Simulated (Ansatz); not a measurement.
Correlation energies of `O=C=N[Si](Cl)(Cl)N=C=O` by basis set

Cartesian coordinates in Å:
```
O 2.467 -0.575 -2.803
C 1.692 -0.426 -1.956
N 0.862 -0.322 -1.096
Si 0.178 0.449 0.232
Cl 1.512 0.525 1.755
Cl -0.369 2.336 -0.264
N -1.173 -0.441 0.692
C -2.121 -0.649 1.396
O -3.048 -0.897 2.044
```

The species carries charge 0 and has multiplicity 1. All single points use the PBE0-D4/def2-TZVP geometry. It is one conformer, not always the lowest. Frozen core, restricted reference, Ansatz.

```json
{"basis": "def2-SVP", "HF (Eh)": "-1541.86948", "MP2 corr.": "?", "CCSD corr.": "-1.27216", "(T)": "?", "CCSD(T) total": "?"}
{"basis": "def2-TZVPP", "HF (Eh)": "-1542.69968", "MP2 corr.": "?", "CCSD corr.": "–", "(T)": "–", "CCSD(T) total": "–"}
{"basis": "def2-QZVPP", "HF (Eh)": "-1542.74834", "MP2 corr.": "?", "CCSD corr.": "–", "(T)": "–", "CCSD(T) total": "–"}
```

(1) Fill in the withheld values. (An estimate is asked.)

## Answers

(1) The calculation gave: def2-SVP MP2 corr.: -1.25106; def2-SVP (T): -0.04661; def2-SVP CCSD(T) total: -1543.18825; def2-TZVPP MP2 corr.: -1.59965; def2-QZVPP MP2 corr.: -1.73116.
